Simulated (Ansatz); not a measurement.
C₃HN₃Si (`N#C[SiH](C#N)C#N`). The species carries charge 0 and has multiplicity 1. The structure was optimised at the PBE0-D4/def2-TZVP level.

```xyz
8

N    -1.503   -2.360   -0.589
C    -0.890   -1.462   -0.210
Si    0.085   -0.053    0.432
C    -0.868    1.483    0.143
N    -1.466    2.455   -0.007
C     1.641    0.050   -0.527
N     2.634    0.112   -1.106
H     0.368   -0.226    1.864
```

Problem. What is the dipole moment at r2SCAN/def2-TZVPP? (Estimate.)

Solution. Computed: 2.83 D, with components (0.54, -0.34, 2.76) D in this frame, pointing from negative to positive charge.

Problem. And with PBE, B3LYP, ωB97M-V? (Estimate.)

Solution. Ansatz gave: PBE 2.78 D, B3LYP 2.88 D, ωB97M-V 2.88 D.

Problem. Give the Mulliken charges with r2SCAN, B3LYP, PBE in def2-TZVPP. (Best estimate.)

Solution. Computed: 
| atom | r2SCAN | B3LYP | PBE |
| --- | --- | --- | --- |
| N1 | -0.02 | 0.04 | 0.07 |
| C2 | -0.17 | -0.21 | -0.22 |
| Si3 | 0.59 | 0.53 | 0.44 |
| C4 | -0.17 | -0.21 | -0.22 |
| N5 | -0.02 | 0.04 | 0.07 |
| C6 | -0.17 | -0.21 | -0.22 |
| N7 | -0.02 | 0.04 | 0.07 |
| H8 | -0.01 | -0.01 | -0.01 |

B3LYP here is the variant with VWN-RPA as its local correlation; programs differ in this.
